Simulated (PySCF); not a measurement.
Nuclear quadrupole coupling in `C/C=C\[Si@@H]1CC[SiH2][SiH2]N1`

Species: C₅H₁₅NSi₃.
Atom-mapped SMILES: `[CH3:1]/[CH:2]=[CH:3]\[Si@@H:4]1[CH2:5][CH2:6][SiH2:7][SiH2:8][NH:9]1` (hydrogens: H10, H11, H12 on C1; H13 on C2; H14 on C3; H15 on Si4; H16, H17 on C5; H18, H19 on C6; H20, H21 on Si7; H22, H23 on Si8; H24 on N9)

Geometry (GFN2-xTB, Å), atoms numbered from 1 in this order:
```xyz
24
C5H15NSi3 angstrom
C     -3.5720   -0.3518   -0.0747
C     -3.0201    0.9559   -0.5297
C     -1.7557    1.3414   -0.4291
Si    -0.3381    0.3375    0.2949
C      1.2171    1.4263    0.3760
C      2.4420    0.7136    0.9484
Si     3.1183   -0.6510   -0.2012
Si     1.3944   -1.9903   -0.9277
N     -0.0322   -1.0057   -0.7643
H     -3.9932   -0.8959   -0.9208
H     -4.3795   -0.1852    0.6384
H     -2.8056   -0.9617    0.3934
H     -3.7591    1.6169   -0.9731
H     -1.5085    2.3290   -0.7986
H     -0.6425   -0.1336    1.6645
H      1.4593    1.8137   -0.6158
H      0.9909    2.2985    0.9953
H      2.1796    0.2795    1.9160
H      3.2298    1.4461    1.1487
H      4.1511   -1.3792    0.5569
H      3.8454    0.0186   -1.2953
H      1.4199   -2.3929   -2.3440
H      1.2037   -3.2418   -0.1673
H     -0.8568   -1.3682   -1.2163
```

Field gradients from the PBE0/pcSseg-1 density (PySCF, non-relativistic), principal values in atomic units, ordered |Vxx| ≤ |Vyy| ≤ |Vzz|:

```json
{"atom": "N9", "Vxx": "0.2232", "Vyy": "0.5482", "Vzz": "-0.7714"}
```

Q: Find the asymmetry η = (Vxx − Vyy)/Vzz and the couplings χ = eQV/h (234.96 MHz × Q in barn × V in au), with Q(14N) = 0.02044 b.

A: 
| atom | environment | nucleus | η | χzz (MHz) | χxx (MHz) | χyy (MHz) |
| --- | --- | --- | --- | --- | --- | --- |
| N9 | nitrogen bridging silicon atoms | 14N | 0.42 | -3.705 | 1.072 | 2.633 |

Q: What is Vzz at N9 in SI units (1 au = 9.71736 × 10²¹ V/m²)?

A: -0.7714 au = -7.496 × 10²¹ V/m².

Q: And the gradient at the other heavy atoms, for which no coupling is worked out here?

A: 
| atom | environment | Vzz (au) | η |
| --- | --- | --- | --- |
| C1 | allylic carbon | 0.034 | 0.85 |
| C2 | alkene CH carbon | 0.369 | 0.49 |
| C3 | alkene CH carbon | 0.302 | 0.39 |
| Si4 | SiH silicon | 0.253 | 0.10 |
| C5 | sp3 carbon bound to silicon | -0.108 | 0.83 |
| C6 | sp3 carbon bound to silicon | 0.068 | 0.50 |
| Si7 | SiH2 silicon | -0.054 | 0.25 |
| Si8 | SiH2 silicon | 0.335 | 0.22 |

Were the hydrogens deuterons (Q(2H) = 0.00286 b), χzz would run from 101 kHz (H15) to 291 kHz (H24).

Geometry: GFN2-xTB, one conformer, isolated molecule. GFN2-xTB bond lengths can be off by several hundredths of an ångström, more for odd bonds, and the gradients follow them. The basis is small and wasn't made for field gradients, so the couplings can be 20 % off.

These values come from a run that also computed NMR shieldings. Time: 67 s; peak memory 1.2 GiB. Hardware: an Arm Neoverse V2 with one thread, shared host with 32 logical CPUs at a one-minute load of 22.
